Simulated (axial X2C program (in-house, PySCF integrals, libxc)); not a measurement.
Curves of HRhH from open-shell CI on d7 s0 p(π)0

Computed with an axial X2C code built on PySCF integrals: two-component X2C with atomic mean-field Coulomb and Gaunt terms, basis H dyall-v3z, Rh dyall-v3z (cores contracted in-house). Orbitals come from Hartree–Fock averaged over the configuration Rh d7 s0 p(π)0; CI then distributes these electrons over the d, s, p(π) shells of Rh. The speed of light was multiplied by 2, so these are model numbers.

Scan along the symmetric stretch (R is each bond); masses H 1.008 u, Rh 102.906 u, H 1.008 u. Energies in cm⁻¹ from the lowest point; levels are followed by energy order within each Ω. Lowest level at 1.775 Å: 100% d7.

```json
{"R (Å)": "1.651", "(1)Ω=9/2": "1113", "(1)Ω=7/2": "1402", "(1)Ω=5/2": "1687", "(1)Ω=3/2": "1970", "(1)Ω=1/2": "2688"}
{"R (Å)": "1.713", "(1)Ω=9/2": "139", "(1)Ω=7/2": "427", "(1)Ω=5/2": "714", "(1)Ω=3/2": "997", "(1)Ω=1/2": "1744"}
{"R (Å)": "1.775", "(1)Ω=9/2": "0", "(1)Ω=7/2": "289", "(1)Ω=5/2": "576", "(1)Ω=3/2": "861", "(1)Ω=1/2": "1621"}
{"R (Å)": "1.846", "(1)Ω=9/2": "642", "(1)Ω=7/2": "932", "(1)Ω=5/2": "1220", "(1)Ω=3/2": "1505", "(1)Ω=1/2": "2268"}
{"R (Å)": "1.917", "(1)Ω=9/2": "1942", "(1)Ω=7/2": "2232", "(1)Ω=5/2": "2520", "(1)Ω=3/2": "2807", "(1)Ω=1/2": "3566"}
{"R (Å)": "1.997", "(1)Ω=9/2": "3994", "(1)Ω=7/2": "4285", "(1)Ω=5/2": "4574", "(1)Ω=3/2": "4861", "(1)Ω=1/2": "5610"}
{"R (Å)": "2.094", "(1)Ω=9/2": "7079", "(1)Ω=7/2": "7370", "(1)Ω=5/2": "7659", "(1)Ω=3/2": "7948", "(1)Ω=1/2": "8679"}
```

Q: Fit the curves (1)Ω=9/2, (1)Ω=7/2, (1)Ω=5/2, (1)Ω=3/2, (1)Ω=1/2 near their minima.

A: From the open-shell CI curves, Te from the lowest:

```tsv
level	Te (cm⁻¹)	Re (Å)	ωe (cm⁻¹)
(1)Ω=9/2	0	1.755	1755.2
(1)Ω=7/2	289	1.755	1755.2
(1)Ω=5/2	576	1.755	1755.4
(1)Ω=3/2	860	1.755	1755.7
(1)Ω=1/2	1617	1.754	1745.1
```

Without dynamic correlation distances can be off by several hundredths of an Å (long for ionic bonds, short for multiple bonds) and the wavenumbers are rough.

The 5 lowest curves are shown; the next is (2)Ω=3/2, from 1666 cm⁻¹.

There is no dynamic correlation: spin–orbit spacings and, for f shells, spacings inside one term are the most reliable numbers, splittings between terms come out too wide, and energies between configurations are not reliable, so the lowest level need not be the ground state of the molecule. For d shells the ligand-field splittings (σ, π, δ) and their order can be off by a thousand cm⁻¹ or more. At most 4 roots were kept for each Ω > 0 (twice that for Ω = 0) within 3.2 eV of the lowest, so higher up levels can be missing between those listed; levels with Ω > 0 are doubly degenerate and listed once, Ω = 0 levels singly. Some active spinors are only partly of the character that their shell is named for, so the shell names and counts are nominal. States that fill the shells left empty in the average are placed too high. The molecule was held linear; bending was not examined.
